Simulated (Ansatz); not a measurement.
Basis-set extrapolation for C₂H₅BO₂ (`CB(O)C=O`) (PBE0-D4/def2-TZVP geometry, frozen core, Ansatz). Multiplicity 1, RHF reference.

|  | def2-TZVPP | def2-QZVPP |
| --- | --- | --- |
| HF | -253.211698 | -253.223370 |
| MP2 correlation | -0.895711 | -0.961243 |
| CCSD(T) correlation | -0.960748 | not run |

Energies in hartree. Use E(X) = E(∞) + A·exp(−7.88·√X) for Hartree–Fock and E(X) = E(∞) + B·X^(−2.97) for correlation, with X = 3 and 4, and add CCSD(T) minus MP2 of the smaller set to the MP2 limit.

What is the CCSD(T) energy at the basis-set limit?

HF limit: -253.223370 + (-0.011672) × 0.13774 = -253.22498. MP2 limit: -0.961243 + (-0.065532) × 0.74074 = -1.00979. Higher-order term: -0.960748 − (-0.895711) = -0.06504. Total: -254.29981 hartree, 334.4 kJ/mol below CCSD(T)/def2-TZVPP.
